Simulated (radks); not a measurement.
Initial-state core-level shifts of the titanium ion Ti+ when its valence configuration changes from [Ar] 3d2 4s1. Calculated with a radial shooting solver on a logarithmic mesh with Libxc functionals: Dirac Kohn-Sham, PBE, spin-unpolarised, spherical densities, finite nucleus; open shells fill j = l - 1/2 first; Fermi nuclear charge, rms radius 3.5921 fm. Shifts are changes of the shell-averaged eigenvalues in eV (positive: less bound); the change of the density at the nucleus, which sets a Mossbauer isomer shift, is in e/bohr^3, on a base of 8496.

valence               1s       2p       3s       3p  density at nucleus
3d1.5 4s1.5       -2.755   -3.166   -2.705   -2.580             +3.3564
3d2 4p1           -1.223   -1.183   -1.210   -1.201             -4.2751
3d1 4s2           -5.877   -6.764   -5.676   -5.411             +7.3054
3d2.5 4p0.5       +1.758   +2.131   +1.790   +1.686             -4.8333
3d2 4s0.5 4p0.5   -0.616   -0.596   -0.609   -0.605             -2.1072
3d1 4s1 4p1       -7.094   -7.966   -6.867   -6.588             +2.4773
4s1 4p2          -15.401  -17.435  -14.455  -13.844             +5.8327
3d1.5 4s1 4p0.5   -3.374   -3.771   -3.314   -3.184             +1.1227
3d2.5 4s0.5       +2.361   +2.706   +2.388   +2.282             -2.8319
